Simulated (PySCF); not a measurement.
## Be: excitation energy

Be [He] 2s2 (1S) → Be [He] 2p2 (3P), as a difference of total energies. Computed with PySCF 2.14 in aug-cc-pCVQZ-DK (9s8p6d4f2g, 109 functions), with the spin-free X2C one-electron Hamiltonian (Gaussian nucleus). Correlated levels: valence: 1s2 frozen; valence and next inner shell: nothing frozen. The calculations carry no spin-orbit coupling.

```csv
method,excitation energy (cm⁻¹)
UHF,51969
LDA,48077
PBE,47850
PBE0,50164
r2SCAN,48781
wB97M-V,53201
MP2 (valence),57096
SCS-MP2 (valence),59322
MP2 (valence and next inner shell),56973
SCS-MP2 (valence and next inner shell),59327
```

Problem. Estimate what BLYP gives.

Solution. 49003 cm⁻¹, closest to r2SCAN among the rows shown.

Problem. Estimate what revPBE gives.

Solution. 48169 cm⁻¹, closest to LDA among the rows shown.

Errors of the correlated levels include the incompleteness of this basis and the frozen core.

For comparison: 59696 cm⁻¹ (measured; NIST levels, between the centres of gravity of the two terms).
